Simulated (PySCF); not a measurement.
# Computed structure and properties of Bi(CH3)(OH)2

System: Bi(CH3)(OH)2 (singlet); start: displaced along the imaginary mode (C1). Method: PySCF 2.14.0, RKS PBE, Bi def2-SVP with ECP60, C def2-SVP, H def2-SVP, O def2-SVP; non-relativistic Hamiltonian with scalar-relativistic core potentials where named; density fitting; no spin-orbit coupling.

Input of the relaxation:

```python
mol = gto.M(atom='''
Bi    -0.03432    -0.00077     0.22339
C      1.97609    -0.00273    -0.82478
H      1.73648    -0.25000    -1.90445
H      2.43450     1.02886    -0.73580
H      2.64901    -0.79316    -0.37137
O     -0.63186     1.64471    -1.00038
H     -1.53661     1.89693    -0.72854
O     -0.63822    -1.63174    -1.01710
H     -1.53863    -1.89569    -0.74191''',
    basis={'Bi': 'def2-SVP', 'C': 'def2-SVP', 'H': 'def2-SVP', 'O': 'def2-SVP'},
    ecp={'Bi': 'def2-SVP'},
    charge=0, spin=0)
mf = dft.RKS(mol, xc='PBE')
mf.grids.atom_grid = (50, 194)
mf = mf.density_fit()  # fitting sets: Bi def2-universal-JKFIT, C def2-universal-JKFIT, H def2-universal-JKFIT, O def2-universal-JKFIT
mf.conv_tol = 1e-08; mf.max_cycle = 55
mf.kernel(dm0)  # dm0: converged density of the start geometry
# quasi-Newton relaxation in Cartesian coordinates to a largest gradient under 0.00045 Eh/bohr, steps kept in the point group
```

Run from Python with OMP_NUM_THREADS=2; the lines above give its settings. Where DIIS fails, smearing, a level shift and second-order steps follow.
It took 71 s on 2 threads of Arm Neoverse V1, with other jobs on the host, from the converged density of the start.

Course of the relaxation:

| step | energy above end (eV) | largest force component within the symmetry (eV/Å) |
| --- | --- | --- |
| 0 | 0.0542 | 0.773 |
| 1 | 0.0204 | 0.041 |
| 2 | 0.0197 | 0.021 |
| 3 | 0.0186 | 0.071 |
| 4 | 0.0178 | 0.098 |
| 5 | 0.0157 | 0.174 |
| 6 | 0.0125 | 0.062 |
| 7 | 0.0125 | 0.333 |
| 15 | 0.0008 | 0.133 |
| 16 | 0.0005 | 0.062 |
| 17 | 0.0003 | 0.030 |
| 18 | 0.0004 | 0.081 |
| 19 | 0.0001 | 0.020 |
| 20 | 0.0000 | 0.015 |
(The steps between are left out.)

Relaxed geometry (C1, nearly Cs):

```xyz
9

Bi   -0.0318   -0.1194    0.2191
C     1.9790   -0.0550   -0.8268
H     1.9338   -0.8427   -1.6027
H     2.0448    0.9491   -1.2878
H     2.8174   -0.2306   -0.1258
O    -0.5561    1.7010   -0.7695
H    -1.4598    1.9464   -0.4877
O    -0.6968   -1.5499   -1.2236
H    -1.6139   -1.8024   -0.9961
```

| contact | Å |
| --- | --- |
| Bi1–C2 (CH3) | 2.267 |
| Bi1–O6 (OH) | 2.137 |
| Bi1–O8 (OH) | 2.138 |

On the finer grid (75, 302):

| Property | Result |
| --- | --- |
| HOMO | -5.69 eV |
| LUMO | -1.47 eV |
| Dipole about the centre of mass | 3.31 D |
| Set of Mulliken populations of Bi1 outside the core potential | s 3.90, p 8.21, d 10.21 |
| D3(BJ) dispersion energy (not in the energies) | -0.169 eV |

```tsv
atom	Mulliken (e)	Löwdin (e)	spin (e)
Bi1	0.69	0.70	0.00
C2	-0.34	-0.26	0.00
H3	0.09	0.04	0.00
H4	0.09	0.04	0.00
H5	0.06	0.03	0.00
O6	-0.46	-0.33	0.00
H7	0.17	0.06	0.00
O8	-0.46	-0.33	0.00
H9	0.17	0.06	0.00
```

On the grid (50, 194), as all that follows. Harmonic modes: a minimum; lowest 102 cm⁻¹ (negative: unstable), highest 3690 cm⁻¹, zero-point energy 1.622 eV.

Taking off one CH3 (charge -1, singlet; the rest: singlet) in vacuum, both parts rigid, costs 11.47 eV; the small basis without counterpoise inflates it. Most of it is the attraction of opposite charges; other ways to part are cheaper, and one spin state was tried for the rest.

Rigid scan of CH3 along the line from its metal, all other atoms held (where the atom bridges, its other bond changes as well):

```tsv
distance to C2 (Å)	energy (eV)
1.97	0.780
2.07	0.298
2.17	0.065
2.27	0.000
2.37	0.049
2.47	0.173
2.67	0.544
2.97	1.194
3.37	1.974
3.87	2.681
```

Taking off one OH (charge -1, singlet; the rest: singlet) in vacuum, both parts rigid, costs 10.78 eV; the small basis without counterpoise inflates it. Most of it is the attraction of opposite charges; other ways to part are cheaper, and one spin state was tried for the rest.

Rigid scan of OH along the line from its metal, all other atoms held (where the atom bridges, its other bond changes as well):

| distance to O6 (Å) | energy (eV) |
| --- | --- |
| 1.84 | 1.169 |
| 1.94 | 0.438 |
| 2.04 | 0.093 |
| 2.14 | 0.000 |
| 2.24 | 0.068 |
| 2.34 | 0.236 |
| 2.54 | 0.715 |
| 2.84 | 1.496 |
| 3.24 | 2.362 |

One start shape was tried, so this needn't be the lowest isomer.
